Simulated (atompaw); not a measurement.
# Cutoff test, xenon, PAW (atompaw)

```
Element                 : xenon (Xe)
Generator               : atompaw 4.2.0.5
Type                    : PAW
Functional              : PBEsol
Relativity              : scalar-relativistic
Frozen core             : [Kr] 4d10
Valence charge          : 8
Reference configuration : 5s2 5p5 (charge +1)
Partial waves           : 5s (bound): rc 2.10 bohr; 5s channel at -1.1 Ry: rc 2.10 bohr; 5p (bound): rc 2.10 bohr; 5p channel at -0.9 Ry: rc 2.10 bohr
Local potential         : bessel scheme, radius 1.85 bohr
Core correction         : smooth core density matched at 1.80 bohr
Augmentation charge     : besselshape compensation charge, radius 1.70 bohr; PAW radius 2.10 bohr; waves and projectors: custom rrkj gramschmidtortho
```

The pseudo-atom Hamiltonian at the reference potential is diagonalised in spherical Bessel functions j_l(qr) that vanish at 20 bohr, with q² up to the cutoff. All-electron valence levels (Ry): 5s -2.1409, 5p -1.2516.

Task: How do the lowest levels (Ry) of each channel move with the cutoff, and are there ghosts?

Result:

```json
{"cutoff (Ry)": "8", "s #1": "-2.1401", "s #2": "-0.3909", "p #1": "-1.2432", "p #2": "-0.2381", "d #1": "-0.4647", "f #1": "-0.0514", "Σ f·Δε (mRy)": "44.4"}
{"cutoff (Ry)": "10", "s #1": "-2.1405", "s #2": "-0.3910", "p #1": "-1.2485", "p #2": "-0.2387", "d #1": "-0.4823", "f #1": "-0.0514", "Σ f·Δε (mRy)": "17.1"}
{"cutoff (Ry)": "12", "s #1": "-2.1407", "s #2": "-0.3911", "p #1": "-1.2504", "p #2": "-0.2388", "d #1": "-0.4909", "f #1": "-0.0515", "Σ f·Δε (mRy)": "7.3"}
{"cutoff (Ry)": "18", "s #1": "-2.1409", "s #2": "-0.3911", "p #1": "-1.2515", "p #2": "-0.2389", "d #1": "-0.4954", "f #1": "-0.0515", "Σ f·Δε (mRy)": "1.0"}
{"cutoff (Ry)": "21", "s #1": "-2.1409", "s #2": "-0.3911", "p #1": "-1.2516", "p #2": "-0.2389", "d #1": "-0.4955", "f #1": "-0.0515", "Σ f·Δε (mRy)": "0.5"}
{"cutoff (Ry)": "25", "s #1": "-2.1409", "s #2": "-0.3911", "p #1": "-1.2517", "p #2": "-0.2389", "d #1": "-0.4955", "f #1": "-0.0515", "Σ f·Δε (mRy)": "0.4"}
{"cutoff (Ry)": "400", "s #1": "-2.1410", "s #2": "-0.3911", "p #1": "-1.2517", "p #2": "-0.2389", "d #1": "-0.4955", "f #1": "-0.0515", "Σ f·Δε (mRy)": "0.0"}
```

Result: ghost state, extra bound levels that the all-electron valence spectrum of the same l lacks: d at -6.7 eV (a true bound ghost makes a file unfit for plane-wave use); 10 mRy is reached at 12 Ry and 1 mRy at 18 Ry.
